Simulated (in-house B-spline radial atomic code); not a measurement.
A calculation on Nd⁶⁺ (with a hole in an inner shell): its settings, and results tabulated from the run. Computed with an all-electron radial atomic-structure program (B-spline basis): Dirac-Hartree-Fock, average of configuration, Fermi nucleus of rms radius 4.9123 fm.

Command:
```bash
python run_scf.py task.json out
```
Settings (nuclear radius in fm, mass in u):
```
Z                60
configuration    1s2 2s2 2p6 3s2 3p6 3d10 4s2 4p6 4d10 4f2 5s2 5p4
hamiltonian      dirac
method           hf
spin_polarised   False
nucleus          fermi
rms_radius       4.9123
atomic_mass      141.90773
speed_of_light   137.035999084
```

Output (hartree, bohr):
```
 radial grid: 68 intervals, B-splines of order 8, outer radius 21.6418 bohr

 iter        energy (Eh)    residual
    1       -9590.627471    1.07e+00
    2       -9610.011695    6.94e-01
    3       -9616.450437    1.77e-01
    4       -9616.986762    5.82e-02
    5       -9617.024112    2.34e-02
    6       -9617.033700    1.57e-03
    7       -9617.033736    5.59e-04
    8       -9617.033740    6.50e-05
    9       -9617.033740    1.85e-06
   10       -9617.033740    6.76e-08

 total energy                     -9617.03374
 kinetic                           10370.8032
 electron-nucleus                 -23334.3305
 electron-electron                  3346.4936

 first-order corrections (not in the total)
   Gaunt                             9.2809
   retardation                      -0.9706
   frequency dependence             -0.1127
   self-energy                       6.4173
   Uehling                          -0.9752
   Wichmann-Kroll                    0.0277
   recoil                            0.0244

 orbital      occ     eigenvalue          <r>       <r^2>       <1/r>       r_max    small
 1s1/2      2.000     -1613.5678    0.0236251 0.000759707     66.0444      0.0151  4.95e-02
 2s1/2      2.000      -267.7413     0.100382   0.0119543     15.6523     0.08556  1.08e-02
 2p1/2      2.000      -252.8063    0.0843178  0.00877263     15.5919     0.06516  1.08e-02
 2p3/2      4.000      -233.6386    0.0906888   0.0100177      14.024     0.07057  1.02e-02
 3s1/2      2.000       -62.3830     0.264868   0.0802949     5.68914      0.2433  3.39e-03
 3p1/2      2.000       -55.9820     0.255004   0.0755831     5.59079      0.2307  3.31e-03
 3p3/2      4.000       -52.0706     0.267158   0.0827648     5.20161      0.2421  3.13e-03
 3d3/2      4.000       -41.0713     0.238866   0.0672052     5.05695      0.1942  2.99e-03
 3d5/2      6.000       -40.2381     0.242685   0.0692335     4.95841      0.1974  2.93e-03
 4s1/2      2.000       -15.6866       0.6039    0.410824     2.35176      0.5637  1.04e-03
 4p1/2      2.000       -13.1742     0.620937    0.437748     2.24411      0.5719  9.68e-04
 4p3/2      4.000       -12.3071     0.646537    0.474382     2.12329      0.5954  9.12e-04
 4d3/2      4.000        -8.1048     0.690554    0.550562     1.91019       0.611  7.64e-04
 4d5/2      6.000        -7.9480     0.699903    0.565321     1.87859      0.6191  7.47e-04
 4f5/2      0.857        -3.4227      0.84608    0.869181     1.46482      0.6328  4.76e-04
 4f7/2      1.143        -3.4057     0.851299    0.879636     1.45513       0.637  4.71e-04
 5s1/2      2.000        -4.4452      1.37361     2.10139    0.964497       1.273  2.53e-04
 5p1/2      1.333        -3.6687      1.48126     2.45144    0.888517       1.362  2.23e-04
 5p3/2      2.667        -3.5112      1.53594     2.63353    0.849892       1.415  2.10e-04
```

Cost of the run: 1.6 s on 1 thread of Arm Neoverse V1, on a shared host.

For the Dirac Hamiltonian the kinetic term is c α·p + (β - 1)c².
